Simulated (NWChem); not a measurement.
Species: diselenium (Se2, triplet); SMILES [Se]=[Se]

```xyz
2

Se     0.0000     0.0000     1.0839
Se     0.0000     0.0000    -1.0839
```
Atoms are numbered in this order, from 1.

Program: NWChem. Spin-unrestricted. Coordinates come from a PBE0/def2-SVP, spin-unrestricted optimisation. No stability test was run on the SCF state.

Problem. Estimate the computed values for CAM-B3LYP/STO-3G. Quantities: highest occupied level (eV); lowest empty minus highest occupied level, either spin (eV).

Solution. 
```
Item                                                         Result
-----------------------------------------------------------  ------
highest occupied level (eV)                                   -5.51
lowest empty minus highest occupied level, either spin (eV)    5.75
```
